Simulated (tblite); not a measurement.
Species: C₄H₇NSi.
Numbering: `[SiH3:1]/[N:2]=[CH:3]\[C:4]1=[CH:5][CH2:6]1` (hydrogens: H7, H8, H9 on Si1; H10 on C3; H11 on C5; H12, H13 on C6)

Structure optimised with GFN2-xTB, isolated species.

Give the optimised bond lengths and angles.

```
                  bond  length (Å)   order
                Si1–N2       1.714  single
                 N2=C3       1.260  double
                 C3–C4       1.425  single
                 C4=C5       1.311  double
                 C5–C6       1.496  single
                 C4–C6       1.504  single
Si1–H7, Si1–H8, Si1–H9       1.464  single
                C3–H10       1.095  single
                C5–H11       1.062  single
        C6–H12, C6–H13       1.084  single
```

Bonds in one row agree within 0.01 Å and their mean is given. Orders are formal, as drawn. A selection of angles:
```
     angle  degrees
 N2–Si1–H7    119.7
 N2–Si1–H8    102.3
 H7–Si1–H8    109.7
 H8–Si1–H9    112.8
 Si1–N2–C3    136.3
  N2–C3–C4    127.2
 N2–C3–H10    118.0
 C4–C3–H10    114.7
  C3–C4–C5    150.4
  C3–C4–C6    145.9
  C5–C4–C6     63.8
  C4–C5–C6     64.4
 C4–C5–H11    151.1
 C6–C5–H11    144.5
 C5–C6–H12    119.5
  C4–C6–C5     51.8
 C4–C6–H12    119.9
H12–C6–H13    113.5
```

Dihedral angles: Si1–N2–C3–C4 0° (synperiplanar); N2–C3–C4–C5 175° (antiperiplanar); C3–C4–C5–C6 -179° (antiperiplanar); C3–C4–C6–C5 179° (antiperiplanar). The mirror-image conformer, all signs reversed, is as good.

The 3-membered ring C4–C5–C6 has internal angles of 51.8° to 64.4°. N2 (C=N nitrogen) is bent (angle 136.3°). Si1 (SiH3 silicon) is distorted tetrahedral (angles from 102.3° to 119.7°). The 4 C–C bonds span 1.311 Å (C4=C5, drawn double) to 1.504 Å (C4–C6, drawn single), a spread of 0.193 Å. Of the pairs four or more bonds apart, Si1···C6 is among the closest relative to their van der Waals radii: 3.74 Å, 98 % of the sum of Bondi's values.

Point group: near Cs, missed by 0.23 Å at most; the miss may be what the optimiser left on a soft mode. Its GFN2-xTB frequencies are all real (lowest 62 cm⁻¹). One conformer, not necessarily the lowest. 3 starts were optimised and ended at 0.00, 1.03 and 1.15 kcal/mol (GFN2-xTB); the lowest of these is shown.

These are computed values.
